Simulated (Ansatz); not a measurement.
Born–Oppenheimer molecular dynamics of CH₈OSSi₂ (13 atoms, charge 0, multiplicity 1). It starts from a rough guess of a transition structure, not a stationary point.

The calculation used Ansatz, UKS B3LYP/STO-3G.

| Quantity | Value |
| --- | --- |
| ensemble | NVE (velocity Verlet) |
| time step | 0.5 fs |
| steps asked | 150 |
| starting velocities drawn for | 300 K |
| seed | 196830 |

First frame:

```xyz
13
Properties=species:S:1:pos:R:3
Si -0.345 0.305 0.132
S 1.980 -0.395 0.804
O -1.021 -0.965 -0.515
C -0.644 -1.836 0.501
H 0.684 -1.647 0.848
H -0.825 0.602 1.487
Si 0.038 1.915 -1.462
H 1.777 -0.263 2.108
H -1.266 -1.757 1.390
H -0.727 -2.857 0.119
H -0.501 3.183 -0.967
H 1.468 2.088 -1.708
H -0.618 1.628 -2.738
```

How far do the bonds stretch over the last three quarters of this one trajectory? (Pairs bonded in most of those frames.)


```tsv
bond	mean (Å)	spread (Å)	shortest	longest
Si1–S2	2.196	0.174	1.93	2.42
Si1–O3	1.736	0.125	1.55	1.96
Si1–H6	1.468	0.028	1.43	1.53
Si1–Si7	2.312	0.058	2.19	2.38
S2–H8	1.364	0.038	1.30	1.42
O3–C4	1.467	0.078	1.31	1.60
C4–H5	1.159	0.116	0.96	1.34
C4–H9	1.126	0.071	0.99	1.25
C4–H10	1.118	0.044	1.03	1.20
Si7–H11	1.447	0.014	1.43	1.47
Si7–H12	1.446	0.033	1.40	1.50
Si7–H13	1.450	0.024	1.41	1.48
```

Mean temperature of the second half: 1128 K. The conserved energy stayed within 1.3 meV per atom of its start (net change -0.45 meV per atom), so the integration is sound. The kinetic energy rose, since the run started high on the potential surface and went downhill. A run of 0.075 ps of so small a system gives no equilibrium averages. The orbitals were unrestricted but ended closed-shell. Limits of this set-up: minimal basis.

Time of the run: 13 min on 1 thread of Arm Neoverse V1, on a shared host, peak memory 0.17 GiB.
